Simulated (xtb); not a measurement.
H9NSi3, charge -1, doublet, at a GFN2-xTB geometry of the parent state (a state made from the parent by changing its charge; the spin is typed, not shown lowest); GFN1-xTB run with xtb.

The xtb input:
```
$ xtb mol.xyz --gfn 1 --chrg -1 --uhf 1 --json

# file mol.xyz
13

Si     0.29588846     1.70251023     0.48373777
N     -0.00000000     0.00000000     0.00000000
Si    -1.65400544    -0.53010415    -0.45094223
Si     1.35811698    -1.17240608    -0.03279554
H     -1.01382701     2.33135297     0.38956111
H      0.85534829     1.52194590     1.82432035
H      1.30231079     2.10473084    -0.50017945
H     -1.95043645     0.38073295    -1.55785906
H     -1.49893954    -1.94102467    -0.77486335
H     -2.39739895    -0.20205199     0.76664074
H      0.87160691    -2.19407132     0.89578860
H      1.31856941    -1.61128638    -1.42871119
H      2.51276655    -0.39032830     0.38530224
```

Question: What does xtb print? Leave out banner, timings and long lists.

Answer: 
```
   ID    Z sym.   atoms
    1   14 Si     1, 3, 4
    2    7 N      2
    3    1 H      5-13

           -------------------------------------------------
          |                Calculation Setup                |
           -------------------------------------------------

           -------------------------------------------------
          |                 G F N 1 - x T B                 |
           -------------------------------------------------

          ...................................................
          :                      SETUP                      :
          :.................................................:
          :  # basis functions                  52          :
          :  # atomic orbitals                  49          :
          :  # shells                           29          :
          :  # electrons                        27          :
          :  # halogen bonds                     0          :
          :  max. iterations                   250          :
          :  Hamiltonian                  GFN1-xTB          :
          :  restarted?                      false          :
          :  GBSA solvation                  false          :
          :  PC potential                    false          :
          :  electronic temp.          300.0000000     K    :
          :  accuracy                    1.0000000          :
          :  -> integral cutoff          0.2500000E+02      :
          :  -> integral neglect         0.1000000E-07      :
          :  -> SCF convergence          0.1000000E-05 Eh   :
          :  -> wf. convergence          0.2000000E-04 e    :
          :  Broyden damping             0.4000000          :
          :  net charge                         -1          :
          :  unpaired electrons                  1          :
          ...................................................

 iter      E             dE          RMSdq      gap      omega  full diag
   1    -13.9057732 -0.139058E+02  0.589E+00    0.68       0.0  T
   2    -13.9270487 -0.212755E-01  0.351E+00    0.62       1.0  T
   3    -13.9266480  0.400630E-03  0.656E-01    0.60       1.0  T
   4    -13.9286851 -0.203707E-02  0.131E-01    0.60       1.0  T
   5    -13.9287654 -0.803150E-04  0.864E-03    0.60       3.2  T
   6    -13.9287656 -0.118964E-06  0.191E-03    0.60      14.5  T
   7    -13.9287656 -0.359706E-07  0.818E-05    0.60     339.2  T
   8    -13.9287656 -0.272564E-10  0.425E-05    0.60     652.3  T

[...]
         :: total energy             -13.826015565265 Eh    ::
[...]
     2N    -0.37323 -0.50779   1.481  3.893  0.000
     3Si    0.06090 -0.16364   1.180  2.091  0.668
     4Si    0.06090 -0.16365   1.180  2.091  0.668
     5H    -0.08492  0.00613   1.085  0.000  0.000
     6H    -0.09245 -0.00328   1.092  0.000  0.000
     7H    -0.09245 -0.00328   1.092  0.000  0.000
     8H    -0.09245 -0.00328   1.092  0.000  0.000
     9H    -0.08492  0.00613   1.085  0.000  0.000
    10H    -0.09245 -0.00328   1.092  0.000  0.000
    11H    -0.09245 -0.00328   1.092  0.000  0.000
    12H    -0.09245 -0.00328   1.092  0.000  0.000
    13H    -0.08492  0.00613   1.085  0.000  0.000

Wiberg/Mayer (AO) data.
largest (>0.10) Wiberg bond orders for each atom

 ---------------------------------------------------------------------------
     #   Z sym  total        # sym  WBO       # sym  WBO       # sym  WBO
 ---------------------------------------------------------------------------
     1  14 Si   4.561 --     2 N    1.124     7 H    0.939     6 H    0.939
                             5 H    0.926     4 Si   0.295     3 Si   0.295
     2   7 N    3.456 --     4 Si   1.124     1 Si   1.124     3 Si   1.124
     3  14 Si   4.561 --     2 N    1.124    10 H    0.939     8 H    0.939
                             9 H    0.926     4 Si   0.295     1 Si   0.295
     4  14 Si   4.561 --     2 N    1.124    11 H    0.939    12 H    0.939
                            13 H    0.926     1 Si   0.295     3 Si   0.295
     5   1 H    0.991 --     1 Si   0.926
     6   1 H    0.989 --     1 Si   0.939
     7   1 H    0.989 --     1 Si   0.939
     8   1 H    0.989 --     3 Si   0.939
     9   1 H    0.991 --     3 Si   0.926
    10   1 H    0.989 --     3 Si   0.939
    11   1 H    0.989 --     4 Si   0.939
    12   1 H    0.989 --     4 Si   0.939
    13   1 H    0.991 --     4 Si   0.926
 ---------------------------------------------------------------------------

Topologies differ in total number of bonds
Writing topology from bond orders to xtbtopo.mol

 dipole moment from electron density (au)
     X       Y       Z
  -0.0000  -0.0000  -0.0000  total (Debye):    0.000

           -------------------------------------------------
          | TOTAL ENERGY              -13.826015565265 Eh   |
          | GRADIENT NORM               0.030673611442 Eh/α |
          | HOMO-LUMO GAP               0.601117711708 eV   |
           -------------------------------------------------

normal termination of xtb
```
